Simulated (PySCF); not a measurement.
ruthenium atom (Ru), quintet (core potentials on Ru); PBE0/def2-SVP (PySCF).

Here is a job for PySCF.
```python
from pyscf import gto, scf, dft

mol = gto.Mole()
mol.atom = '''
    Ru    0.00000000    0.00000000    0.00000000
'''
mol.basis = 'def2-svp'
mol.ecp = {'Ru': 'def2-svp'}
mol.spin = 4
mol.verbose = 4
mol.build()

mf = dft.UKS(mol)
mf.xc = 'pbe0'
mf.init_guess = 'mod_huckel'
mf.kernel()
mf.analyze()
```

It wrote (shortened):

```
PySCF version 2.14.0

[INPUT] verbose = 4
[INPUT] num. atoms = 1
[INPUT] num. electrons = 16
[INPUT] charge = 0
[INPUT] spin (= nelec alpha-beta = 2S) = 4
[INPUT] symmetry False subgroup None
[INPUT] Mole.unit = angstrom
[INPUT] Symbol           X                Y                Z      unit          X                Y                Z       unit  Magmom
[INPUT]  1 Ru     0.000000000000   0.000000000000   0.000000000000 AA    0.000000000000   0.000000000000   0.000000000000 Bohr   0.0

nuclear repulsion = 0
number of shells = 11
number of NR pGTOs = 57
number of NR cGTOs = 31
basis = def2-svp
ecp = {'Ru': 'def2-svp'}

******** <class 'pyscf.dft.uks.UKS'> ********
method = UKS
initial guess = mod_huckel
damping factor = 0
level_shift factor = 0
DIIS = <class 'pyscf.scf.diis.CDIIS'>
diis_start_cycle = 1
diis_space = 8
diis_damp = 0
SCF conv_tol = 1e-09
SCF conv_tol_grad = None
SCF max_cycles = 50
direct_scf = True
direct_scf_tol = 1e-13
number electrons alpha = 10  beta = 6
XC library pyscf.dft.libxc version 7.1.2
    S. Lehtola, C. Steigemann, M. J. T. Oliveira, and M. A. L. Marques,  SoftwareX 7, 1–5 (2018)
XC functionals = pbe0
    C. Adamo and V. Barone,  J. Chem. Phys. 110, 6158 (1999)
    M. Ernzerhof and G. E. Scuseria,  J. Chem. Phys. 110, 5029 (1999)
radial grids:
    Treutler-Ahlrichs [JCP 102, 346 (1995); DOI:10.1063/1.469408] (M4) radial grids

becke partition: Becke, JCP 88, 2547 (1988); DOI:10.1063/1.454033
pruning grids: <function nwchem_prune>
grids dens level: 3
symmetrized grids: False
atomic radii adjust function: <function treutler_atomic_radii_adjust>
small_rho_cutoff = 0
Set gradient conv threshold to 3.16228e-05
Initial guess from on-the-fly Huckel, doi:10.1021/acs.jctc.8b01089,
employing the updated GWH rule from doi:10.1021/ja00480a005.
Spherically averaged atomic HF for {'Ru'}

******** <class 'pyscf.scf.atom_hf.AtomSphAverageRHF'> ********
method = AtomSphAverageRHF
initial guess = minao
damping factor = 0
level_shift factor = 0
DIIS = <class 'pyscf.scf.diis.CDIIS'>
diis_start_cycle = 1
diis_space = 8
diis_damp = 0
SCF conv_tol = 1e-09
SCF conv_tol_grad = None
SCF max_cycles = 50
direct_scf = True
direct_scf_tol = 1e-13
atom = Ru
Set gradient conv threshold to 3.16228e-05
Initial guess from minao.
init E= -84.3197566665713
cycle= 1 E= -93.4014738894585  delta_E= -9.08  |g|=    0  |ddm|= 1.71
cycle= 2 E= -93.4360286283695  delta_E= -0.0346  |g|=    0  |ddm|= 1.34
cycle= 3 E= -93.5683151545818  delta_E= -0.132  |g|=    0  |ddm|= 0.647
cycle= 4 E= -93.5686361307487  delta_E= -0.000321  |g|=    0  |ddm|= 0.0377
cycle= 5 E= -93.5686438386632  delta_E= -7.71e-06  |g|=    0  |ddm|= 0.00584
cycle= 6 E= -93.5686438395603  delta_E= -8.97e-10  |g|=    0  |ddm|= 0.000128
Extra cycle  E= -93.5686438395948  delta_E= -3.44e-11  |g|=    0  |ddm|= 3.42e-05
Atomic HF for atom  Ru  converged. SCF energy = -93.5686438395948

Traceback (most recent call last):
  File "input.py", line 16, in <module>
  File "<string>", line 2, in kernel
  File "site-packages/pyscf/scf/hf.py", line 2099, in scf
  File "site-packages/pyscf/scf/hf.py", line 127, in kernel
  File "site-packages/pyscf/scf/uhf.py", line 931, in get_init_guess
  File "site-packages/pyscf/scf/hf.py", line 2028, in get_init_guess
  File "site-packages/pyscf/scf/uhf.py", line 985, in init_guess_by_mod_huckel
  File "site-packages/pyscf/scf/uhf.py", line 381, in get_occ
RuntimeError: Failed to assign mo_occ. nelec (10, 6) > Nmo (9)
```

The program stopped with an error.
